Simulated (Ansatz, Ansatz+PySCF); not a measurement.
```xyz
3

C     1.1960    0.0000    0.8374
C     0.0000    0.0000    0.0000
B    -1.2861    0.0000    0.9005
```

Basis set: STO-3G (spherical functions). Left uncorrelated: 3 orbitals. Charge 0, multiplicity 4.

Computed with Ansatz (development build ahead of 0.2.0); the reference of a correlated method needn't be the lowest determinant of its kind.

**Question.** Give the atomization energy at this shape (free ground-state atoms in the same class of orbitals less the molecule, no zero-point energy) of quartet BC2 by UHF-CCSD(T), UHF-CCSD.

**Answer.**

| method | atomization energy |
| --- | --- |
| UHF-CCSD(T) | 212.38 kcal/mol |
| UHF-CCSD | 206.50 kcal/mol |

Caution: large amplitudes, a single reference is doubtful; the reference determinant was not shown to be the lowest; the unrestricted determinant is spin contaminated.

This basis has no polarisation functions and is too small for such energies, which can lie far from measured ones in either direction.
